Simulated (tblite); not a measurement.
Compound: C5H9FO2S.
Atom-mapped SMILES: `[CH3:1][S:2][C@@H:3]1[CH2:4][C@:5]([F:6])([CH2:7][OH:8])[O:9]1` (hydrogens: H10, H11, H12 on C1; H13 on C3; H14, H15 on C4; H16, H17 on C7; H18 on O8)

Cartesian coordinates in Å at the GFN2-xTB level; atoms count from 1:
```xyz
18
C5H9FO2S angstrom
C     -2.6665    0.5059    1.2231
S     -1.1853   -0.5068    1.4962
C     -0.7249   -0.7338   -0.2470
C      0.6383   -1.3917   -0.4605
C      1.0165   -0.0392   -1.0729
F      1.2524   -0.1100   -2.4253
C      2.1339    0.7757   -0.4232
O      2.0413    0.7569    0.9699
O     -0.2730    0.4851   -0.8369
H     -2.4021    1.3369    0.5764
H     -3.4440   -0.1041    0.7720
H     -2.9874    0.8654    2.1946
H     -1.5774   -1.1538   -0.7858
H      1.1791   -1.6326    0.4507
H      0.6554   -2.2197   -1.1621
H      2.0836    1.7972   -0.8270
H      3.0954    0.3299   -0.6875
H      1.1560    1.0450    1.2338
```

Computed values, GFN2-xTB/tblite, gas phase, harmonic and unscaled. Against measured fundamentals such values can be off by several per cent, at times by over 20. One conformer, not necessarily the lowest.

Harmonic wavenumbers (cm⁻¹): 41.3, 61.5, 81.6, 137.1, 148.3, 214.8, 264.4, 285.0, 306.9, 409.0, 434.4, 457.8, 546.6, 625.1, 700.6, 734.9, 867.7, 902.2, 928.8, 950.3, 952.3, 994.2, 1010.8, 1063.0, 1069.6, 1112.1, 1131.5, 1173.1, 1185.9, 1211.6, 1223.2, 1240.4, 1296.9, 1313.1, 1334.6, 1421.9, 1442.6, 1444.7, 1449.7, 2894.3, 2931.5, 2994.1, 3026.6, 3035.9, 3040.9, 3050.0, 3068.4, 3475.8.

A = 2329, B = 946.9, C = 816.5 MHz; mass 152.031 u (most abundant isotopes); point group C1, symmetry number 1.

What is the zero-point energy?

Half the sum of the wavenumbers: 29844 cm⁻¹ = 85.33 kcal/mol.

Give the ideal-gas entropy at 350 K and 1 bar in the rigid-rotor, harmonic-oscillator model (classical rotation).

Translation 41.79, rotation 30.05, vibration 36.34: S = 108.2 cal/(mol K).

And Cp and H(350 K) − H(0)?

Cp = 43.70 cal/(mol K), of which vibrations give 35.75 (their classical limit is 48 R = 95.4); H(350 K) − H(0) = 9.24 kcal/mol without the zero-point energy, 6.46 from vibrations.

Which modes carry the vibrational entropy at 350 K?

41.3 cm⁻¹: 5.51; 61.5 cm⁻¹: 4.73; 81.6 cm⁻¹: 4.17; 137.1 cm⁻¹: 3.15; 148.3 cm⁻¹: 3.00; 214.8 cm⁻¹: 2.30 cal/(mol K); the other 42 give 13.48 together.

What must be added to the electronic energy to get the Gibbs energy at 350 K and 1 bar?

ZPE + [H(350 K) − H(0)] − T·S = 85.33 + 9.24 − 37.86 = 56.71 kcal/mol.

Blend soft modes into free rotors: weight 1/[1 + (100 cm⁻¹/ν̃)⁴] for the oscillator and the rest for a rotor with moment μB/(μ + B), μ = h/(8π²ν), B = 10⁻⁴⁴ kg m². What vibrational entropy results?

32.88 cal/(mol K) in place of 36.34, which changes −T·S at 350 K by +1.21 kcal/mol.

How do the functions run with temperature in this model?

```json
{"T (K)": "150", "S (cal/(mol K))": "80.6", "Cp (cal/(mol K))": "24.4", "H − H(0) (kcal/mol)": "2.47", "G − H(0) (kcal/mol)": "-9.62", "ln q(vib)": "3.52"}
{"T (K)": "250", "S (cal/(mol K))": "95.2", "Cp (cal/(mol K))": "33.8", "H − H(0) (kcal/mol)": "5.37", "G − H(0) (kcal/mol)": "-18.44", "ln q(vib)": "6.31"}
{"T (K)": "298.15", "S (cal/(mol K))": "101.6", "Cp (cal/(mol K))": "38.6", "H − H(0) (kcal/mol)": "7.11", "G − H(0) (kcal/mol)": "-23.18", "ln q(vib)": "7.61"}
{"T (K)": "400", "S (cal/(mol K))": "114.3", "Cp (cal/(mol K))": "48.4", "H − H(0) (kcal/mol)": "11.55", "G − H(0) (kcal/mol)": "-34.18", "ln q(vib)": "10.32"}
{"T (K)": "600", "S (cal/(mol K))": "136.9", "Cp (cal/(mol K))": "63.1", "H − H(0) (kcal/mol)": "22.80", "G − H(0) (kcal/mol)": "-59.36", "ln q(vib)": "15.48"}
{"T (K)": "900", "S (cal/(mol K))": "165.3", "Cp (cal/(mol K))": "76.5", "H − H(0) (kcal/mol)": "43.91", "G − H(0) (kcal/mol)": "-104.84", "ln q(vib)": "22.69"}
```

q(vib) and H(0) count from the zero-point level.

Hindered rotation and anharmonicity are outside this model. Other conformers, if any are populated, would add a mixing term that is left out. The structure is chiral; the term R ln 2 for an equal mix with its mirror image is left out.

Hardware: one thread, Intel Xeon at 2.50 GHz (x86_64), shared host with 64 logical CPUs at a one-minute load of 55. Cost: 2.4 s wall, 2.1 s CPU. This covers the Hessian and the dipole derivatives.
